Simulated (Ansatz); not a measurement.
Computed with Ansatz on PBE0-D4/def2-TZVP structures; ΔE is electronic, products minus reactants. CCSD(T)/CBS adds triple-zeta CCSD(T) − MP2 to the extrapolated MP2 energy (def2 sets, frozen cores). Functionals use def2-TZVPP. B3LYP here is the variant with VWN-RPA as its local correlation; programs differ in this. For Ge, Se outer-core shells are correlated without core-valence functions, which leaves a few kJ/mol of doubt a bond. Scalar relativity is left out up to krypton. One conformer a species, not always the lowest.

`O=[CH][GeH2][SeH]` + `B1CO1` → `[SeH]C1BO1` + `O=[CH][GeH3]`  (formal exchange of groups at the Se–Ge bond)

```json
{"level": "PBE-D4", "ΔE (kJ/mol)": "95.4", "difference from CCSD(T)/CBS": "-4.4"}
{"level": "B3LYP-D4", "ΔE (kJ/mol)": "100.0", "difference from CCSD(T)/CBS": "0.2"}
{"level": "ωB97X-V", "ΔE (kJ/mol)": "98.3", "difference from CCSD(T)/CBS": "-1.5"}
{"level": "ωB97M-V", "ΔE (kJ/mol)": "99.6", "difference from CCSD(T)/CBS": "-0.2"}
{"level": "PBE", "ΔE (kJ/mol)": "95.2", "difference from CCSD(T)/CBS": "-4.6"}
{"level": "r2SCAN", "ΔE (kJ/mol)": "99.2", "difference from CCSD(T)/CBS": "-0.6"}
{"level": "PBE0", "ΔE (kJ/mol)": "101.1", "difference from CCSD(T)/CBS": "1.3"}
{"level": "B3LYP", "ΔE (kJ/mol)": "99.9", "difference from CCSD(T)/CBS": "0.1"}
{"level": "HF/def2-TZVPP", "ΔE (kJ/mol)": "112.6", "difference from CCSD(T)/CBS": "12.8"}
{"level": "MP2/def2-TZVPP", "ΔE (kJ/mol)": "99.3", "difference from CCSD(T)/CBS": "-0.5"}
{"level": "SCS-MP2/def2-TZVPP", "ΔE (kJ/mol)": "98.4", "difference from CCSD(T)/CBS": "-1.4"}
{"level": "CCSD/def2-TZVPP", "ΔE (kJ/mol)": "99.9", "difference from CCSD(T)/CBS": "0.1"}
{"level": "HF/def2-QZVPP", "ΔE (kJ/mol)": "111.5", "difference from CCSD(T)/CBS": "11.7"}
{"level": "MP2/def2-QZVPP", "ΔE (kJ/mol)": "100.4", "difference from CCSD(T)/CBS": "0.6"}
{"level": "SCS-MP2/def2-QZVPP", "ΔE (kJ/mol)": "99.2", "difference from CCSD(T)/CBS": "-0.6"}
{"level": "CCSD/CBS(def2)", "ΔE (kJ/mol)": "102.4", "difference from CCSD(T)/CBS": "2.6"}
{"level": "CCSD(T)/CBS", "ΔE (kJ/mol)": "99.8", "difference from CCSD(T)/CBS": "0"}
```

Largest T1 diagnostic among the species: 0.016.

From PBE to PBE0 (25 % exact exchange), in def2-TZVPP and without D4, ΔE moves by +5.9 kJ/mol. In def2-TZVPP, CCSD(T) changes the Hartree–Fock value by −15.3 kJ/mol (the triples alone add −2.6 kJ/mol) and MP2 by −13.3 kJ/mol.
